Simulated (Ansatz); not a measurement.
One elementary step

Start structure (SnH5Cl, singlet), relaxed at PBE0-D4/def2-TZVP:

| atom | x (Å) | y (Å) | z (Å) |
| --- | --- | --- | --- |
| Sn1 | -0.5993 | 0.8271 | -0.3884 |
| H2 | 0.2765 | -0.6011 | -0.7494 |
| H3 | -1.2181 | 1.4483 | -1.8463 |
| H4 | -1.8652 | 0.4303 | 0.6758 |
| H5 | 0.4610 | 1.9437 | 0.3332 |
| H6 | 1.1918 | -1.7078 | 0.5034 |
| Cl7 | 1.7532 | -2.3407 | 1.4717 |

The step: SnH₄ + HCl → SnH₃Cl ([Cl][SnH3]) + H₂; bonds formed: Sn1–Cl7, H2–H6; bonds broken: Sn1–H2, H6–Cl7. Program: Ansatz 0.2.0. Basis: def2-TZVPP and def2-QZVPP. Cores are frozen in the correlated methods. Filled d shells of the heavier atoms are correlated. Core potentials replace the inner electrons of the atoms past krypton. The def2 sets are not built for correlating such inner shells, so the correlated values are less sure here. Extrapolation: Hartree–Fock as exp(−7.88 √X), correlation as X^−2.97. Energies below are by CCSD(T) at an estimated basis limit (MP2 extrapolated from triple and quadruple zeta, plus CCSD(T) − MP2 in triple zeta).

Q: What are the electronic barrier and the energy of the step, from the start structure to the end structure? (To be estimated.)

A: By the calculation: Barrier 1.284 eV; step energy -0.744 eV (downhill); reverse barrier, their difference, 2.029 eV. Barrier and step energy count from the start structure, the reverse barrier from the end structure.

The saddle point: One imaginary mode of 945i cm⁻¹.
| pair | start (Å) | saddle (Å) | end (Å) |
| --- | --- | --- | --- |
| Sn1–Cl7 | 4.36 | 2.79 | 2.34 |
| H2–H6 | 1.91 | 0.92 | 0.75 |
| Sn1–H2 | 1.71 | 1.97 | 4.30 |
| H6–Cl7 | 1.29 | 1.70 | 3.08 |

Zero-point energy (harmonic, PBE0-D4): ZPE is 0.929 eV at the start and 0.925 eV at the saddle, so the barrier goes from 1.284 to 1.280 eV.

T1 diagnostic: at most 0.014.

Labels in which every atom is bracketed show which atoms are joined, not bond orders.

For scale, one of the runs: CCSD(T)/def2-TZVPP, 162 basis functions (an equivalent command: `ansatz run in.yaml --threads 2`). The run took 35 s on 2 CPU threads (shared host), with 1.3 GiB of host memory at its peak.
